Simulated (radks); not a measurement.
Spin polarisation of the 2p4 shell in O. Start: [He] 2s2 2p(up 2, down 2); electrons of 2p are moved from spin down to spin up, other shells keep equal spins. Method: scalar-relativistic Kohn-Sham, PBE, spin-polarised, spherical densities, finite nucleus; Fermi nuclear charge, rms radius of each element as measured or else 0.836 A^(1/3) + 0.57 fm; computed with a radial shooting solver on a logarithmic mesh with Libxc functionals.

| moment (Bohr magnetons) | E - E(0) (eV) | e(2p up) (eV) | e(2p down) (eV) | 2s down minus up (eV) | 1s down minus up (eV) |
|---|---|---|---|---|---|
| 0 | 0.000 | -9.031 | -9.031 | 0.000 | 0.000 |
| 0.5 | -0.095 | -9.390 | -8.632 | 0.806 | 0.310 |
| 1 | -0.379 | -9.709 | -8.192 | 1.614 | 0.620 |
| 1.5 | -0.853 | -9.988 | -7.711 | 2.428 | 0.928 |
| 2 | -1.517 | -10.224 | -7.186 | 3.248 | 1.233 |

At moment 2 the spin-polarisation energy is -1.517 eV and the 2p exchange splitting 3.038 eV, that is 1.519 eV per Bohr magneton; E = -I m^2/4 would give I = 1.517 eV.
